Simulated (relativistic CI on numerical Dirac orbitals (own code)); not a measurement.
## Ag⁺: 3p photoemission

Computed with this model: Dirac-Coulomb-Breit CI, orbitals from a KLI potential per configuration, a model potential for QED, multiplet model of photoemission in the sudden approximation, unscaled Slater integrals; configurations [Kr] 4d10 → [Ne] 3s2 3p5 3d10 4s2 4p6 4d10; 80 K; Lorentzian 1.4 eV and Gaussian 0.6 eV FWHM. Energies are those of the free ion, without screening or charge transfer. The energies are binding energies and can lie tens of eV above those of solids. S is read from ⟨S²⟩ = S(S + 1).

Computed curve for free ion, scaled to 100 at the maximum (points under 2 are left out and the grid is thinned):

(Energy (eV), Intensity): (586.0, 2.1), (586.2, 2.3), (586.6, 2.7), (586.8, 3.0), (587.2, 3.6), (587.4, 4.0), (587.8, 5.0), (588.0, 5.7), (588.4, 7.4), (588.6, 8.6), (589.0, 12.0), (589.2, 14.5), (589.6, 22.1), (589.8, 28.1), (590.2, 47.5), (590.4, 61.7), (590.8, 92.2), (591.0, 100.0), (591.4, 86.9), (591.6, 71.3), (592.0, 42.6), (592.2, 32.7), (592.6, 20.2), (592.8, 16.3), (593.2, 11.2), (593.4, 9.5), (593.8, 7.0), (594.0, 6.1), (594.4, 4.8), (594.6, 4.3), (595.0, 3.5), (595.2, 3.2), (595.6, 2.7), (595.8, 2.4), (596.2, 2.1), (618.8, 2.2), (619.2, 2.7), (619.4, 3.0), (619.8, 4.0), (620.0, 4.6), (620.4, 6.5), (620.6, 7.9), (621.0, 12.2), (621.2, 15.6), (621.6, 26.4), (621.8, 34.1), (622.2, 48.2), (622.4, 50.3), (622.8, 40.5), (623.0, 32.4), (623.4, 19.2), (623.6, 14.8), (624.0, 9.3), (624.2, 7.6), (624.6, 5.3), (624.8, 4.5), (625.2, 3.4), (625.4, 2.9), (625.8, 2.3), (626.0, 2.1)

The ground state has S = 0.00, and the centroid lies at 601.50 eV.
